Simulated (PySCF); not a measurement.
## VN(OH)2 at several levels of theory

All levels use the PBE0 minimum (singlet; O–H 0.963 Å (×2), V–N 1.509 Å, V–O 1.776 Å (×2); H–O–V 123.4° (×2), N–V–O 111.5° (×2), O–V–O 122.9°), basis [V def2-SVP, N def2-SVP, O def2-SVP, H def2-SVP], no relativity, density fitting, no spin–orbit coupling, PySCF. For vertical energies the ionised species is a doublet (spins chosen at PBE0 and kept) and the electron-attached one a doublet. Atomisation goes to high-spin ground-configuration atoms, without zero-point energy. Open shells are unrestricted, also as the reference of the correlated levels. A dash marks a value that was not computed or is not defined at that level.

Z-matrix (Å, degrees; charge 0 multiplicity 1):
```
V
N  1 1.5086
O  1 1.7761 2 111.52
O  1 1.7761 2 111.52 3 -141.62
H  3 0.9628 1 123.44 2 -0.39
H  4 0.9628 1 123.44 2 0.39
```

```csv
level,atomisation (kJ/mol),vertical IP (eV),vertical EA (eV),−ε(HOMO) (eV),gap (eV),dipole (D)
PBE0,2205,10.40,0.73,7.96,5.33,1.33
HF,809,8.72,1.44,12.03,12.57,1.77
MP2,–,14.45,-2.13,–,–,–
PBE,2504,9.96,0.42,6.15,2.66,1.24
B3LYP,2236,10.35,0.70,7.62,4.66,1.29
r2SCAN,–,10.12,0.58,6.57,3.12,1.35
TPSSh,2279,10.08,0.53,6.92,3.86,1.33
B2PLYP,–,10.86,0.03,–,–,–
M06-2X,2067,10.84,1.11,9.66,7.87,1.42
```

Spin contamination in at least one species weakens the values at: HF, MP2.

Without diffuse functions attachment energies tend to come out too low.
